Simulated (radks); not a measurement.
Initial-state core-level shifts of the lead ion Pb2+ when its valence configuration changes from [Hg]. All-electron calculation, scalar-relativistic Kohn-Sham, SCAN, spin-polarised, spherical densities, finite nucleus; open shells are filled with parallel spins first (spin-orbit coupling, left out, can overturn this in heavy ions); meta-GGA in the generalised Kohn-Sham scheme; Fermi nuclear charge, rms radius 5.5012 fm. Program: a radial shooting solver on a logarithmic mesh with Libxc functionals. Shifts are changes of the shell-averaged eigenvalues in eV (positive: less bound); the change of the density at the nucleus, which sets a Mossbauer isomer shift, is in e/bohr^3, on a base of 2.954e+06.

[
 {"valence": "[Xe] 4f13 5d10 6s2 6p1", "4s": "-21.550", "4d": "-20.209", "5s": "-11.001", "5p": "-9.408", "density at nucleus": "+297.2"},
 {"valence": "[Xe] 4f13.5 5d9.5 6s2 6p1", "4s": "-14.021", "4d": "-13.353", "5s": "-8.504", "5p": "-7.526", "density at nucleus": "+192.5"},
 {"valence": "[Xe] 4f12 5d10 6s2 6p2", "4s": "-43.566", "4d": "-40.828", "5s": "-22.038", "5p": "-18.857", "density at nucleus": "+600.6"},
 {"valence": "[Xe] 4f13.5 5d10 6s2 6p0.5", "4s": "-10.705", "4d": "-10.042", "5s": "-5.487", "5p": "-4.690", "density at nucleus": "+143.8"},
 {"valence": "[Xe] 4f14 5d9.5 6s2 6p0.5", "4s": "-3.273", "4d": "-3.269", "5s": "-2.999", "5p": "-2.823", "density at nucleus": "+41.5"},
 {"valence": "[Xe] 4f13 5d10 6s1 6p2", "4s": "-23.012", "4d": "-21.662", "5s": "-12.491", "5p": "-10.905", "density at nucleus": "-39.7"},
 {"valence": "[Xe] 4f12.5 5d10 6s2 6p1.5", "4s": "-32.504", "4d": "-30.472", "5s": "-16.519", "5p": "-14.132", "density at nucleus": "+447.5"},
 {"valence": "[Xe] 4f14 5d10 6s1 6p1", "4s": "-1.642", "4d": "-1.636", "5s": "-1.687", "5p": "-1.690", "density at nucleus": "-291.8"},
 {"valence": "[Xe] 4f14 5d10 6p2", "4s": "-3.399", "4d": "-3.386", "5s": "-3.493", "5p": "-3.489", "density at nucleus": "-587.3"}
]
